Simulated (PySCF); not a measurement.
How methods differ on the excitation energy of Ni²⁺

Ni²⁺ [Ar] 3d8 (3F) → Ni²⁺ [Ar] 3d7 4p1 (high-spin determinant), as a difference of total energies. Computed with PySCF 2.14 in aug-cc-pVDZ-DK, with the spin-free X2C one-electron Hamiltonian (Gaussian nucleus). Correlated levels: valence: [Ar] frozen. The calculations carry no spin-orbit coupling.

| method | excitation energy (eV) |
| --- | --- |
| UHF | 12.131 |
| LDA | 13.947 |
| PBE | 13.658 |
| PBE0 | 13.528 |
| r2SCAN | 13.591 |
| r2SCAN0 | 13.482 |
| revPBE | 13.629 |
| BHandHLYP | 13.356 |
| MP2 (valence) | 13.828 |
| SCS-MP2 (valence) | 13.861 |

Problem. How much does correlation contribute at MP2 (valence)?

Solution. 13.828 − (12.131) = 1.697 eV, measured against UHF.

A first-order spin-orbit estimate (lowest level to lowest level, LS coupling) adds 0.032 eV.

The determinant of the upper state mixes LS terms, which raises its energy above the lowest term, most at the Hartree-Fock and MP2 levels.
